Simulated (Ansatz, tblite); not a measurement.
Forces on the cluster Bi2Cl6 at its PBE-D4/def2-SVP geometry. Total charge 0; singlet.

In the def2 sets Bi takes a core potential; there is no spin–orbit coupling. The xTB rows come from tblite. The structure comes from a short search, and lower isomers may exist.

GFN1-xTB (tblite), largest force 0.80 eV/Å:

```xyz
8
positions Å, forces eV/Å
Bi    1.008   -0.646   -1.903   -0.456    0.371    0.237
Bi   -0.733    0.467    1.465    0.401   -0.356   -0.027
Cl    0.352    1.804    3.261   -0.213   -0.390   -0.320
Cl    0.969    1.740   -1.057   -0.167   -0.701   -0.081
Cl    0.780   -0.148   -4.338   -0.053   -0.013    0.503
Cl   -2.143   -1.022    2.874    0.398    0.301   -0.225
Cl    1.215   -1.199    1.092   -0.588    0.531   -0.128
Cl   -1.448   -0.997   -1.394    0.679    0.257    0.041
```

GFN2-xTB (tblite), largest force 0.63 eV/Å:

```
Bi -0.081 0.079 -0.061
Bi 0.159 -0.134 -0.027
Cl -0.086 -0.278 -0.110
Cl -0.105 -0.415 -0.122
Cl -0.106 0.063 0.253
Cl 0.277 0.132 -0.054
Cl -0.468 0.388 0.169
Cl 0.409 0.166 -0.049
```

PBE-D4/def2-TZVP (Ansatz), largest force 0.50 eV/Å:

```
Bi -0.364 0.330 -0.082
Bi 0.154 -0.185 0.356
Cl -0.139 -0.199 -0.237
Cl 0.010 -0.316 -0.148
Cl 0.010 -0.044 0.298
Cl 0.210 0.195 -0.183
Cl -0.212 0.173 0.099
Cl 0.330 0.046 -0.103
```
